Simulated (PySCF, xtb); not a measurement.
C₃H₈ClNSi, SMILES C/N=C/[Si@@H](C)Cl. The values are those of a single conformer.

Harmonic wavenumbers (cm⁻¹) from GFN2-xTB run with xtb 6.7.1 at its own minimum, in rising order: 30, 85, 92, 121, 158, 198, 247, 271, 400, 488, 618, 634, 732, 803, 830, 843, 861, 1038, 1077, 1134, 1317, 1370, 1385, 1454, 1468, 1468, 1469, 1716, 2218, 2760, 2877, 2983, 2999, 3033, 3038, 3060.

### Question
What does PySCF with PBE0-D3(BJ)/def2-SVP give at its own minimum? (Estimate from the structure and the level; the computed values follow.)

### Answer
31, 104, 125, 141, 186, 217, 273, 307, 411, 534, 669, 713, 742, 808, 839, 897, 928, 1043, 1129, 1150, 1261, 1325, 1406, 1415, 1423, 1447, 1460, 1754, 2236, 2968, 2997, 3066, 3111, 3134, 3177, 3184. Paired by order, the mean absolute difference is 49 cm⁻¹ and the zero-point energies are 64.7 and 66.6 kcal/mol.
